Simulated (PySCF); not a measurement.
**Ionisation energy of K by level of theory**

K [Ar] 4s1 (2S) → K+ [Ar] (1S), as a difference of total energies. Computed with PySCF 2.14 in dyall-acv3z, with no relativity, point nucleus. Correlated levels: valence and next inner shell: [Ne] frozen; virtual orbitals above 40 to 60 times the deepest correlated orbital energy dropped. The calculations carry no spin-orbit coupling.

```
                                method  ionisation energy (eV)
                                   UHF                   4.008
                                   LDA                   4.531
                                   PBE                   4.448
                                  PBE0                   4.375
                                r2SCAN                   4.247
                               r2SCANh                   4.254
                                 M06-L                   3.672
    MP2 (valence and next inner shell)                   4.288
SCS-MP2 (valence and next inner shell)                   4.231
```

Question: How much does correlation contribute at MP2 (valence and next inner shell)?

Answer: 4.288 − (4.008) = 0.280 eV, measured against UHF.

These non-relativistic numbers lack the scalar-relativistic shift.

For comparison: 4.341 eV (measured; NIST Atomic Spectra Database, ionization energies).
